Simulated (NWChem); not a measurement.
System: C3HClF2; SMILES FC=C=C(F)Cl

The following NWChem deck was run.

```
start job
memory heap 200 mb stack 900 mb global 1100 mb
geometry units angstroms noautosym nocenter noautoz
  F      0.309011    -2.880339    -0.443226
  C      0.075610    -1.951520     0.499879
  C     -0.168922    -0.684480     0.233850
  C     -0.394667     0.596104     0.033324
  F     -1.609326     1.125447    -0.136898
  Cl     0.849815     1.804099    -0.044218
  H      0.111921    -2.379451     1.518971
end
basis spherical
  * library def2-svp
end
dft
  xc m06-2x
  iterations 150
end
cosmo
  do_cosmo_smd true
  solvent cychexan
end
task dft energy
```

Coordinates come from a PBE-D3(BJ)/def2-SVP optimisation. Solvent: cyclohexane.

Level: M06-2X/def2-SVP with SMD (1 M gas to 1 M solution), gas-phase geometry.

Q: Predict the main results of this run. (M06-2X/def2-SVP, SMD on the gas-phase geometry.) Quantities: solvation free energy (kcal/mol); cavity-dispersion-structure term (kcal/mol); dipole in solution (D).

A: 
```json
{
 "solvation free energy (kcal/mol)": "-1.7",
 "cavity-dispersion-structure term (kcal/mol)": "-0.3",
 "dipole in solution (D)": "1.73"
}
```
